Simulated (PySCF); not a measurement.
Compound: C₂H₁₂NPSi₂.
Geometry (GFN2-xTB, Å), atoms numbered from 1 in this order:
```
atom  x, y, z in Å
C1    -1.7821    1.6230   -0.3441
C2    -1.5185    0.1205   -0.3432
N3    -1.0506   -0.3257    0.9475
Si4    0.1263   -1.5468    1.2176
Si5    1.9580   -1.1198   -0.1396
P6     2.8287    0.9146    0.2480
H7    -2.5658    1.8711    0.3688
H8    -0.8795    2.1599   -0.0612
H9    -2.0935    1.9525   -1.3320
H10   -2.4355   -0.4114   -0.6370
H11   -0.7487   -0.1187   -1.0815
H12   -1.7281   -0.1365    1.6712
H13   -0.3559   -2.9212    0.9649
H14    0.3668   -1.4431    2.6591
H15    1.7108   -1.2707   -1.5874
H16    3.0844   -2.0256    0.1270
H17    1.6900    1.6110   -0.1091
H18    3.3845    1.0734   -1.0072
```

Method used: TDDFT CAM-B3LYP/def2-SVPD, vertical, gas phase, core orbitals frozen in the response (PySCF).

Transition dipole moments from the ground state, in atomic units and in the frame of the coordinates above (overall signs are arbitrary), for the states with f of 0.002 or more among the lowest 8:

```tsv
state	E (eV)	μx	μy	μz
S2	6.208	-0.142	-0.406	-0.100
S3	6.319	-0.094	-0.034	-0.186
S4	6.518	-0.558	-0.557	-0.193
S5	6.603	0.190	0.347	-0.290
S6	6.692	-0.053	0.391	0.114
S7	6.762	0.351	0.253	0.045
S8	6.920	-0.286	-0.122	-0.143
```

(1) What oscillator strength does each state have?

(2) Which bond between heavy atoms lies closest to the direction of the S4 transition dipole?

(3) What angle do the transition dipoles of S5 and S7 make?

(4) What peak molar absorption coefficient would the strongest computed level give as a lone Gaussian band 0.4 eV wide at half height?

## Answers

(1) f = (2/3) ΔE |μ|² with ΔE in hartree (27.2114 eV).

```tsv
state	|μ|² (au)	|μ| (D)	f
S2	0.195	1.12	0.030
S3	0.044	0.54	0.007
S4	0.658	2.06	0.105
S5	0.241	1.25	0.039
S6	0.169	1.04	0.028
S7	0.190	1.11	0.031
S8	0.118	0.87	0.020
```

(2) Si5–P6, at 22° from it; next C1–C2 at 56°.

(3) |cos θ| = |μa·μb| / (|μa| |μb|) = 0.66, so θ ≈ 49° (taken between 0 and 90°, since the signs are arbitrary).

(4) ε(max) = 2.175×10⁸ f / FWHM, with the width in cm⁻¹. S4: 2.175×10⁸ × 0.1051 / 3226 ≈ 7100 L mol⁻¹ cm⁻¹.

One conformer stands for the species.

Without π bonds the low states may be Rydberg-like; a valence basis with one diffuse set may place them up to an eV too high.
